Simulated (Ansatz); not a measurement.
Consider the cleavage of the Si–Zn bond: `Cl[SiH2][ZnH]` + `O[SiH2]O` → `O[SiH2]O[SiH2]Cl` + `[ZnH2]`.

Computed with Ansatz on PBE0-D4/def2-TZVP structures; ΔE is electronic, products minus reactants. CCSD(T)/CBS is the MP2 limit (def2-TZVPP, def2-QZVPP) plus CCSD(T) − MP2 in def2-TZVPP, frozen cores. Functionals use def2-TZVPP. B3LYP here is the variant with VWN-RPA as its local correlation; programs differ in this. HSE06 is defined as in plane-wave codes. For Zn outer-core shells are correlated without core-valence functions, which leaves a few kJ/mol of doubt a bond. Scalar relativity is left out up to krypton. One conformer a species, not always the lowest.

| level | ΔE (kJ/mol) | difference from CCSD(T)/CBS |
| --- | --- | --- |
| LDA (SPW92) | -86.0 | 14.8 |
| PBE-D4 | -80.3 | 20.5 |
| BLYP-D4 | -99.0 | 1.8 |
| r2SCAN-D4 | -100.0 | 0.8 |
| B97M-V | -108.2 | -7.4 |
| PBE0-D4 | -88.0 | 12.8 |
| B3LYP-D4 | -103.7 | -2.9 |
| r2SCANh-D4 | -100.8 | 0.0 |
| r2SCAN0-D4 | -101.9 | -1.1 |
| HSE06-D4 | -87.4 | 13.4 |
| BHLYP-D4 | -113.6 | -12.8 |
| CAM-B3LYP-D4 | -110.4 | -9.6 |
| ωB97X-V | -101.9 | -1.1 |
| ωB97M-V | -103.1 | -2.3 |
| B2PLYP | -102.0 | -1.2 |
| PBE-QIDH | -97.8 | 3.0 |
| PBE | -74.2 | 26.6 |
| revPBE | -69.6 | 31.2 |
| BLYP | -86.6 | 14.2 |
| PBE0 | -82.6 | 18.2 |
| B3LYP | -94.1 | 6.7 |
| r2SCANh | -98.9 | 1.9 |
| r2SCAN0 | -99.8 | 1.0 |
| HSE06 | -82.3 | 18.5 |
| BHLYP | -106.3 | -5.5 |
| CAM-B3LYP | -104.7 | -3.9 |
| HF/def2-SVP | -106.3 | -5.5 |
| MP2/def2-SVP | -101.6 | -0.8 |
| CCSD(T)/def2-SVP | -95.4 | 5.4 |
| HF/def2-TZVPP | -118.4 | -17.6 |
| MP2/def2-TZVPP | -109.4 | -8.6 |
| SCS-MP2/def2-TZVPP | -111.5 | -10.7 |
| CCSD/def2-TZVPP | -105.9 | -5.1 |
| CCSD(T)/def2-TZVPP | -104.4 | -3.6 |
| HF/def2-QZVPP | -120.7 | -19.9 |
| MP2/def2-QZVPP | -108.1 | -7.3 |
| SCS-MP2/def2-QZVPP | -110.3 | -9.5 |
| HF/CBS(def2) | -121.0 | -20.2 |
| MP2/CBS(def2) | -105.7 | -4.9 |
| CCSD/CBS(def2) | -102.2 | -1.4 |
| CCSD(T)/CBS | -100.8 | 0 |

Largest T1 diagnostic among the species: 0.016.

Leaving LDA and LC-ωPBE aside and taking each functional with its dispersion term where it has one, the values spread over 33.4 kJ/mol, from BHLYP-D4 to PBE-D4. LDA lies −11.8 kJ/mol from PBE without D4. From PBE to PBE0 (25 % exact exchange), in def2-TZVPP and without D4, ΔE moves by −8.3 kJ/mol.
